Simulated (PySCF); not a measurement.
**How methods differ on the ionisation energy of Ag**

Ag [Kr] 4d10 5s1 (2S) → Ag⁺ [Kr] 4d10 (1S), as a difference of total energies. Computed with PySCF 2.14 in aug-cc-pVTZ-PP with ECP28MDF (6s6p5d3f2g, 88 functions), with scalar relativity through the core potential. Correlated levels: valence: 4s2 4p6 frozen. The calculations carry no spin-orbit coupling.

```
           method  ionisation energy (eV)
              UHF                   6.365
              LDA                   8.369
              PBE                   8.041
             PBE0                   7.705
           r2SCAN                   7.906
             PW91                   8.116
          r2SCANh                   7.811
             BLYP                   8.084
          LC-wPBE                   7.418
    MP2 (valence)                   7.486
SCS-MP2 (valence)                   7.317
```

Errors of the correlated levels include the incompleteness of this basis and the frozen core.

Q: Which method comes closest to the reference value, and which is furthest?

A: The reference is 7.576 eV (measured; NIST Atomic Spectra Database, ionization energies). Closest: MP2 (valence) (error -0.090 eV); furthest: UHF (error -1.211 eV).
